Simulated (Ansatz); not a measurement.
System: ZnF, charge 1, multiplicity 1. 
Structure (B3LYP-D3(BJ)/def2-TZVP (Ansatz, a first-principles code) minimum search):
```
Zn
F 1 1.7248
```
Charge +1, spin multiplicity 1.

Parts of the frozen-core correlation energy in def2-SVP (Ansatz, hartree). Frozen orbitals: 10; correlated occupied orbitals by spin: 9 and 9; virtual: 26 and 26. Spin-orbit coupling is left out. No relativistic terms.

| term | value |
|---|---|
| reference (HF) | -1876.60450 |
| MP2 opposite-spin | ___ |
| MP2 same-spin | -0.15758 |
| CCSD correlation | ___ |
| (T) | ___ |
| CCSDT minus CCSD(T) | 0.00026 |
| T1 diagnostic | 0.022 |
| largest doubles amplitude | 0.040 |

Question: Complete the blanks.

Answer: 
- MP2 opposite-spin, value: -0.31032
- CCSD correlation, value: -0.44837
- (T), value: -0.00988
